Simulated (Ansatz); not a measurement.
Compare A (`CC(C)[SiH2]Cl`) with its isomer B (`C[Si](C)(C)Cl`).

Computed with Ansatz on PBE0-D4/def2-TZVP structures; ΔE is electronic, products minus reactants. CCSD(T)/CBS is the MP2 limit (def2-TZVPP, def2-QZVPP) plus CCSD(T) − MP2 in def2-TZVPP, frozen cores. DFT in def2-TZVPP. One conformer a species, not always the lowest.

Q: Which is lower in electronic energy at CCSD(T)/CBS, and by how much? (Estimate.)

A: The calculation gave: B, by 26.7 kcal/mol.

Q: Give E(B) − E(A) in kcal/mol with HF/def2-TZVPP, B2PLYP, MP2/def2-TZVPP, r2SCAN-D4, PBE0-D4, LDA (SPW92), CCSD(T)/def2-SVP. (Estimate.)

A: Computed: HF/def2-TZVPP -25.6, B2PLYP -27.0, MP2/def2-TZVPP -26.8, r2SCAN-D4 -28.8, PBE0-D4 -27.2, LDA (SPW92) -25.8, CCSD(T)/def2-SVP -19.7. None reverses the order clearly.

Q: Does the order hold for the free energy at 298.15 K (harmonic terms from PBE0-D4)? (Estimate.)

A: Computed: Yes: G(B) − G(A) = -26.4 kcal/mol, for one conformer each.

Largest T1 diagnostic: 0.009.

At CCSD(T), def2-SVP lies +7.0 kcal/mol from the extrapolated value and def2-TZVPP +0.7 kcal/mol. Leaving LDA and LC-ωPBE aside and taking each functional with its dispersion term where it has one, the values, not all of them listed here, spread over 2.5 kcal/mol, from r2SCAN-D4 to revPBE-D4. LDA lies +1.3 kcal/mol from PBE without D4.
